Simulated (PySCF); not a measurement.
**Simulated characterisation data**

[PySCF: geometry: GFN2-xTB; σ from GIAO-PBE0/pcSseg-1; spin–spin couplings from B3LYP/pcJ-1 (spin–dipole term left out of most H,H and C,H couplings); isolated molecule; a single conformation; equivalent nuclei averaged; relativity neglected]

δ = σ(ref) − σ, references computed at the same level: 1H (σ = 31.72 ppm), 13C (σ = 186.93 ppm) against TMS. Multiplet labels drop J under 1 Hz and among equivalent protons, and merge close values. Unscaled 3J(H,H) run several per cent high. Splittings of carbon signals by F and P are missing where no couplings were computed. Where no couplings were computed, multiplicities follow the n + 1 count of equivalent neighbours, and m marks all less simple cases (inequivalent or close neighbours, rings, F or P nearby). Shifts are as computed. Against solution values, carbons near 30 ppm lie about +3 ppm off and those near 130 ppm about +5 ppm. Of 1211 compounds with measured shifts, 218 miss one by over three times the rms of a fit or turn the order of signals round; such compounds aren't used in these exercises.

**1.** SMILES C#CC=C=CC#N, C₆H₃N. 1H NMR (400 MHz, computed): δ 6.12 (dd, J = 9.2, 4.1 Hz, 1H), 5.59 (dd, J = 9.2, 2.7 Hz, 1H), 2.99 (dd, J = 4.1, 2.7 Hz, 1H). 13C{1H} NMR (computed): δ 245.2 (C), 115.0 (C), 97.2 (CH), 86.4 (CH), 75.1 (C), 75.0 (CH).

**2.** `CC(C)(C)c1ocpc1[SiH3]`, C₇H₁₃OPSi. 1H NMR (400 MHz, computed): δ 8.86 (m, 1H), 4.81 (m, 3H), 1.49 (s, 9H). 13C{1H} NMR (computed): δ 186.0 (CH), 181.6 (C), 120.8 (C), 38.8 (C), 31.6 (CH3).
